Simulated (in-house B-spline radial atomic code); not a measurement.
Results of a calculation; reference values are marked as such.
**Weak and strong correlation along the adiabatic connection**

Two-electron singlets in several external potentials (atomic units), by full CI in B-splines with partial waves to l = 8 (correlation energies up to 0.6 % small). The repulsion is scaled by λ at fixed density; W(λ) is the mean repulsion less the Hartree energy, W(0) = E_x, and the area under W from 0 to 1 is E_xc.

One system gave this curve:

```tsv
λ	W (hartree)
0	-2.0583
0.02	-2.0604
0.05	-2.0635
0.12	-2.0706
0.25	-2.0835
0.4	-2.098
0.6	-2.1164
0.8	-2.134
1	-2.1508
1.4	-2.1822
2	-2.2243
3	-2.2836
4.5	-2.3533
7	-2.436
10	-2.5029
```

**Question.** Which system is it?
A. ω²r²/2 − Z/r, ω = 0.253, Z = 1
B. −Z/r, Z = 3.48, wall at 0.473 bohr
C. −Z/r, Z = 1.1, wall at 0.91 bohr
D. −V exp(−r²/w²), V = 28.3, w = 4.72

**Answer.** C. The exchange energy sets the size: −Z/r, Z = 1.1, wall at 0.91 bohr: E_x = -2.06, E_c = -0.0481; −Z/r, Z = 3.48, wall at 0.473 bohr: E_x = -4.21, E_c = -0.0477; −V exp(−r²/w²), V = 28.3, w = 4.72: E_x = -0.937, E_c = -0.0426; ω²r²/2 − Z/r, ω = 0.253, Z = 1: E_x = -0.577, E_c = -0.0367 hartree.
